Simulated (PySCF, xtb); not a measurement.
Ge(F)2(Me)2 (C2H6F2Ge), SMILES [F][Ge]([F])([CH3])[CH3].

Harmonic wavenumbers (cm⁻¹) from GFN2-xTB in xtb 6.7.1 at its own minimum, in rising order: 59, 64, 121, 147, 149, 180, 197, 444, 459, 527, 587, 752, 762, 794, 800, 1288, 1289, 1423, 1425, 1427, 1428, 3019, 3021, 3036, 3037, 3041, 3042.

### Question
What does B3LYP-D3(BJ)/def2-SVP (PySCF) give at its own minimum? (Estimate from the structure and the level; the computed values follow.)

### Answer
72, 83, 153, 176, 187, 239, 243, 582, 637, 704, 712, 757, 769, 825, 839, 1261, 1264, 1426, 1427, 1432, 1436, 3047, 3048, 3149, 3150, 3157, 3157. Paired by order, the mean absolute difference is 56 cm⁻¹ and the zero-point energies are 46.5 and 48.5 kcal/mol.
